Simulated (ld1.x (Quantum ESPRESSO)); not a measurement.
# Er (Z = 68), TM semilocal: configuration errors across variants

ld1.x (Quantum ESPRESSO) 7.5 input, shortened:

```
&input
   title='Er', zed=68., rel=1, dft='PBE', iswitch=3,
   config='[Xe] 4f11 5d1 6s0 6p0'
 /
 &inputp
   pseudotype=1, tm=.true., lloc=2,
   nlcc=.false.
 /
3
5S  1  0   2.00   0.00  2.10  2.10  0.0
5P  2  1   6.00   0.00  2.50  2.50  0.0
5D  3  2   1.00   0.00  2.65  2.65  0.0
 &test
   configts(1)='5s2 5p6 5d1 6s0 6p0'
 /
```

All-electron excitation energies from the reference (eV): (1) 5s2 5p6 5d1 6s2 6p0 -19.808; (2) 5s2 5p6 5d1 6s1 6p0 -12.765; (3) 5s2 5p6 5d0 6s0 6p0 19.954; (4) 5s2 5p5 5d1 6s2 6p0 15.201; (5) 5s2 5p6 5d1 6s0 6p1 -8.817; (6) 5s2 5p6 5d1.5 6s1.5 6p0 -18.609.

In the semilocal form every listed channel keeps its own potential, so the choice of the local channel does not act on these tests. It acts once the file is put into the separable form.

A semilocal file is local in each channel, so a ghost entry of none says nothing of the separable form that plane-wave codes build from it.

The overlap operator is not positive definite (basis up to 400 Ry) in “type PAW, which also changes the form from semilocal to separable; waves now 5s (bound): rcut 1.85, rcutus 2.10 bohr; 6s (bound): rcut 1.85, rcutus 2.10 bohr; 5p (bound): rcut 2.15, rcutus 2.50 bohr; 6p (bound): rcut 2.15, rcutus 2.50 bohr; 5d (bound): rcut 2.30, rcutus 2.65 bohr; 5d channel at 0.55 Ry: rcut 2.30, rcutus 2.65 bohr; local potential all-electron potential smoothed inside 1.70 bohr (lloc = -1); core correction a·sin(br)/r model core, default radius (ld1.x builds one for every PAW set, though the input has nlcc=.false.); augmentation BESSEL, radius 1.55 bohr”. Such files are unfit for use, however small their errors in these radial tests.

Tests that are not counted but printed errors over 1 eV. “base”: 5s2 5p6 5d1 6s1 6p1 (pseudo-atom not self-consistent, printed error -736 eV). “type PAW, which also changes the form from semilocal to separable; waves now 5s (bound): rcut 1.85, rcutus 2.10 bohr; 6s (bound): rcut 1.85, rcutus 2.10 bohr; 5p (bound): rcut 2.15, rcutus 2.50 bohr; 6p (bound): rcut 2.15, rcutus 2.50 bohr; 5d (bound): rcut 2.30, rcutus 2.65 bohr; 5d channel at 0.55 Ry: rcut 2.30, rcutus 2.65 bohr; local potential all-electron potential smoothed inside 1.70 bohr (lloc = -1); core correction a·sin(br)/r model core, default radius (ld1.x builds one for every PAW set, though the input has nlcc=.false.); augmentation BESSEL, radius 1.55 bohr”: 5s2 5p5 5d1 6s2 6p0 (solver errors, printed error -634 eV). “wave 5s (bound): rc 2.10 bohr becomes 5s (bound): rc 2.70 bohr”: 5s2 5p6 5d1 6s1 6p1 (pseudo-atom not self-consistent, printed error -886 eV); 5s2 5p6 5d1.5 6s1.5 6p0 (pseudo-atom not self-consistent, printed error -708 eV). “local potential the p channel”: 5s2 5p6 5d1 6s1 6p1 (pseudo-atom not self-consistent, printed error -879 eV); 5s2 5p6 5d1.5 6s1.5 6p0 (pseudo-atom not self-consistent, printed error -703 eV).

2 further variants failed, have other tests or another functional or relativity, and are left out.

A true bound ghost makes a file unfit for plane-wave use even where its test errors are small: the radial tests pick states by their node count and pass the ghost by. Where a test does run into it, the solver fails or the error is huge.

Errors AE − PS in meV (a dash: test not solved or not reliable):

| change | (1) | (2) | (3) | (4) | (5) | (6) | bound ghosts |
| --- | --- | --- | --- | --- | --- | --- | --- |
| base | +2777 | +1794 | -17 | +4682 | +213 | +2022 | none |
| type PAW, which also changes the form from semilocal to separable; waves now 5s (bound): rcut 1.85, rcutus 2.10 bohr; 6s (bound): rcut 1.85, rcutus 2.10 bohr; 5p (bound): rcut 2.15, rcutus 2.50 bohr; 6p (bound): rcut 2.15, rcutus 2.50 bohr; 5d (bound): rcut 2.30, rcutus 2.65 bohr; 5d channel at 0.55 Ry: rcut 2.30, rcutus 2.65 bohr; local potential all-electron potential smoothed inside 1.70 bohr (lloc = -1); core correction a·sin(br)/r model core, default radius (ld1.x builds one for every PAW set, though the input has nlcc=.false.); augmentation BESSEL, radius 1.55 bohr | +49 | +16 | -60 | – | +20 | +31 | not determined (overlap not positive) |
| wave 5s (bound): rc 2.10 bohr becomes 5s (bound): rc 2.70 bohr | +6819 | +4245 | -14 | +10251 | +213 | – | s |
| local potential the p channel | +2777 | +1794 | -17 | +4682 | +213 | – | none |

Give the same row for: wave 5d (bound): rc 2.65 bohr becomes 5d (bound): rc 1.60 bohr.

+2778, +1795, -20, +4683, +213, +2023; bound ghosts: none. Not counted: 5s2 5p6 5d1 6s1 6p1 (pseudo-atom not self-consistent, printed error -880 eV).
